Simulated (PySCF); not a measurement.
# Structure from 2D NMR

Compound of formula C4H8ClNSi. Correlations simulated from computed shifts and the bond graph:

HSQC (one-bond C–H):
```
  δH     δC
7.82  172.1
6.81  157.8
6.20  132.7
3.05   53.8
```

COSY cross peaks (H two or three bonds apart, from the bond graph; peaks can be absent where the dihedral angle is near 90°):
```
  δH    δH
7.82  3.05
6.81  6.20
6.81  3.05
6.20  5.35
```

HMBC (two and three bonds, from the bond graph):
```
  δH                   δC
7.82          157.8, 53.8
6.81   172.1, 132.7, 53.8
6.20          157.8, 53.8
5.35         157.8, 132.7
3.05  172.1, 157.8, 132.7
```

Theory: GFN2-xTB structure, NMR shieldings at PBE0/pcSseg-1/GIAO, in PySCF 2.14.0 with density-fitted response routines (equivalent nuclei averaged, isolated molecule, relativity neglected, one conformer).

Chemical shifts δ = σref − σ; TMS for 1H, 13C, all at this level.

Exchangeable hydrogens are left out of these lists.

Task: Which molecule is this?

Result: `InChI=1S/C4H8ClNSi/c5-7-4-2-1-3-6/h2-4,6H,1,7H2/b4-2-,6-3-`.

Structure with atom numbers: `[H]/[N:1]=[CH:2]\[CH2:3]/[CH:4]=[CH:5]\[SiH2:6][Cl:7]`. Hydrogens are named by the atom that carries them.

- δC 172.1 is C2, a C=N carbon (δH 7.82).
- δC 157.8 is C4, an alkene CH (δH 6.81).
- δC 132.7 is C5, an alkene CH (δH 6.20).
- δC 53.8 is C3, an allylic sp3 CH2 (δH 3.05).
- COSY links 7.82–3.05, 6.81–6.20, 6.81–3.05, 6.20–5.35.

The shifts were computed for this structure.

Exchangeable OH/NH protons stand at their gas-phase positions; hydrogen bonding in a real sample shifts them, mostly to higher δ. Shifts are as computed. Against solution values, carbons near 30 ppm lie about +3 ppm off and those near 130 ppm about +5 ppm. Of 1309 compounds with measured shifts, 239 miss one by over three times the rms of a fit or turn the order of signals round; such compounds aren't used in these exercises.
